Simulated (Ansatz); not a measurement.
`CN(C)[Si]Cl` → `[SiH]Cl` + `C=NC` at 600 K and 1 bar (β-hydride elimination).

Gas-phase electronic energies from Ansatz, PBE0-D4/def2-TZVP geometries. CCSD(T)/CBS is the MP2 limit (def2-TZVPP, def2-QZVPP) plus CCSD(T) − MP2 in def2-TZVPP, frozen cores. This one scheme is used for every species. Each species was taken in one conformer, which may not be the lowest.

```json
{"species": "`CN(C)[Si]Cl`", "CCSD(T)/CBS energy (Eh)": "-883.31525", "H − E (kJ/mol)": "281.3", "S (J/(mol·K))": "429.4"}
{"species": "`[SiH]Cl`", "CCSD(T)/CBS energy (Eh)": "-749.43948", "H − E (kJ/mol)": "44.3", "S (J/(mol·K))": "282.6"}
{"species": "`C=NC`", "CCSD(T)/CBS energy (Eh)": "-133.77870", "H − E (kJ/mol)": "215.0", "S (J/(mol·K))": "312.3"}
```

H − E and S are ideal-gas, rigid-rotor, harmonic terms from PBE0-D4/def2-TZVP, for one conformer and one mirror image of each species. 1 Eh = 2625.50 kJ/mol, R = 8.31446 J/(mol·K).

By hand: ΔE, ΔH, ΔS and ΔG.

ΔE = (-749.43948) + (-133.77870) − (-883.31525) = 0.09707 Eh = 254.9 kJ/mol. Δ(H − E) = 44.3 + 215.0 − 281.3 = -22.0, so ΔH = 232.9 kJ/mol. ΔS = 282.6 + 312.3 − 429.4 = 165.5 J/(mol·K). ΔG = 232.9 − 600 × (165.5)/1000 = 133.6 kJ/mol.

By hand: the equilibrium constant, and the temperature at which ΔG would vanish if ΔH and ΔS stayed fixed.

log₁₀ K = −ΔG/(RT ln 10) = -11.6. ΔG = 0 at ΔH/ΔS = 1407 K.

The number of gas molecules changes by +1, which sets the sign of ΔS. A doubt of 5 kJ/mol in ΔE shifts log₁₀ K by 0.4 here. Other conformers and mirror images would add mixing entropy, several J/(mol·K) or more a flexible species. These are equilibria of isolated gas molecules and say nothing of rates. Largest T1 diagnostic: 0.013 (customary marks: 0.02 for closed shells, 0.045 for open ones).
